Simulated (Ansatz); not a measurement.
CH6F2SiSn can be A, `C[Si](F)(F)[SnH3]`, or B, `[CH3][Sn]([F])([F])[SiH3]`.

Isolated molecules relaxed with PBE0-D4/def2-TZVP in Ansatz; ΔE leaves out vibrations. CCSD(T)/CBS is the MP2 limit (def2-TZVPP, def2-QZVPP) plus CCSD(T) − MP2 in def2-TZVPP, frozen cores. DFT in def2-TZVPP. B3LYP here is the variant with VWN-RPA as its local correlation; programs differ in this. def2 core potentials past Kr. For Sn outer-core shells are correlated without core-valence functions, which leaves a few kJ/mol of doubt a bond.

Task: Which is lower in electronic energy at CCSD(T)/CBS, and by how much? (Best estimate.)

Result: The calculation gave: A, by 36.0 kcal/mol.

Task: Give E(B) − E(A) in kcal/mol with r2SCAN-D4, ωB97M-V, B3LYP-D4, MP2/def2-TZVPP, CCSD/def2-TZVPP, CCSD(T)/def2-TZVPP, B3LYP. (Estimate.)

Result: The calculation gave: r2SCAN-D4 37.3, ωB97M-V 39.3, B3LYP-D4 36.4, MP2/def2-TZVPP 38.9, CCSD/def2-TZVPP 40.3, CCSD(T)/def2-TZVPP 39.3, B3LYP 35.7. None reverses the order clearly.

Largest T1 diagnostic: 0.014.

In def2-TZVPP, CCSD(T) changes the Hartree–Fock value by −1.3 kcal/mol (the triples alone add −1.0 kcal/mol) and MP2 by −1.6 kcal/mol. From PBE to PBE0 (25 % exact exchange), in def2-TZVPP and without D4, E(B) − E(A) moves by +4.0 kcal/mol.
